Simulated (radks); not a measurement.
Question: Valence configurations of neutral fluorine (all share [He]). Calculated with a radial shooting solver on a logarithmic mesh with Libxc functionals: non-relativistic Kohn-Sham, PBEsol, spin-unpolarised, spherical densities, point nucleus. Order these by energy: 2s1 2p6; 2s2 2p5; 2s1.5 2p5.5.

Answer: From the lowest, in eV above it: 2s2 2p5 0.000; 2s1.5 2p5.5 9.297; 2s1 2p6 18.607. NIST lists [He] 2s2 2p5 as the ground configuration; this level of theory agrees among the configurations tried. The energies are those of spherical spin-averaged densities, not of single terms.
